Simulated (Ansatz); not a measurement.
## Abstraction of Cl: C2H6ClGa + SiH2(CH3)(SiH2) → C2H6Ga + CH7ClSi2

Species: C2H6ClGa `C[CH2][GaH][Cl]`, singlet; SiH2(CH3)(SiH2), doublet; C2H6Ga `C[CH2][GaH]`, doublet; CH7ClSi2 `C[SiH2][SiH2]Cl`, singlet. A radical takes Cl: the energy is the difference in strength between the Ga–Cl bond broken and the Si–Cl bond made.

Shapes, held fixed at every level: PBE0-D4/def2-TZVP. Flexible molecules stand in one conformer, not always the lowest. Programs: Ansatz 0.2.0. Electronic energies: no zero-point or thermal term.

Estimate ΔE of this reaction.

The highest level, CCSD(T)/def2-TZVPP, gives ΔE = +23.3 kJ/mol; the levels span +9.0 to +23.3. The column of differences is taken from that level and isn't an error. No measured value is set beside it here. Open shells run unrestricted. Relativity is left out for Ga. Outer-core shells of Ga are correlated, in sets that cover them unevenly. Times are processor times on shared x86 and Arm servers, and rough.

```csv
level,kind,ΔE (kJ/mol),less CCSD(T)/def2-TZVPP,CPU time (sum over the molecules)
PBE-D4/def2-TZVPP,GGA,+17.0,-6.3,31 s
r2SCAN-D4/def2-TZVPP,meta-GGA,+23.0,-0.3,56 s
PBE0-D4/def2-TZVPP,global hybrid,+19.0,-4.3,39 s
wB97M-V/def2-TZVPP,range-separated hybrid,+9.0,-14.3,2.3 min
wB97X-V/def2-TZVPP,range-separated hybrid,+16.5,-6.8,1.7 min
B2PLYP/def2-TZVPP,double hybrid,+16.7,-6.6,61 s
CCSD(T)/def2-TZVPP,coupled cluster or CI,+23.3,0.0,31 min
```
